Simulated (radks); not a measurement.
Polarisabilities and homonuclear dispersion coefficients (atomic units). All-electron calculation, non-relativistic Kohn-Sham, LDA (Slater exchange, Perdew-Wang correlation), spin-polarised, spherical densities, point nucleus; open shells are filled with parallel spins first. Program: a radial shooting solver on a logarithmic mesh with Libxc functionals. Response by self-consistent Sternheimer equations with the Hartree and adiabatic LDA kernel. "Uncoupled" leaves out the induced potential. Quadrupole and octupole values are given only where no p, d or f shell is open. The Sternheimer factor gamma scales a distant field gradient at the nucleus by 1 - gamma.

species  configuration  alpha1 (bohr^3)  alpha1, uncoupled  alpha2 (bohr^5)  alpha3 (bohr^7)     C6      C8  Sternheimer gamma  recommended alpha1
Ca            [Ar] 4s2            148.6              277.5             3307            72690   1991  221800               4.09         160.8 +/- 4
Ca+           [Ar] 4s1            69.11              86.40             2391             9182  475.3   34690               16.6                   -
Ca2+              [Ar]            3.351              5.273            7.539            35.58  11.12   143.0              -14.4                   -
Ca3+      [Ne] 3s2 3p5            2.549              4.116                -                -  6.861       -                  -                   -
Ca4+      [Ne] 3s2 3p4            2.030              3.346                -                -  4.411       -                  -                   -
Ca5+      [Ne] 3s2 3p3            1.685              2.800                -                -  2.927       -                  -                   -
Ca6+      [Ne] 3s2 3p2            1.434              2.407                -                -  1.996       -                  -                   -

Recommended values: Schwerdtfeger and Nagle, table of static dipole polarisabilities (2023 update), measured or computed.
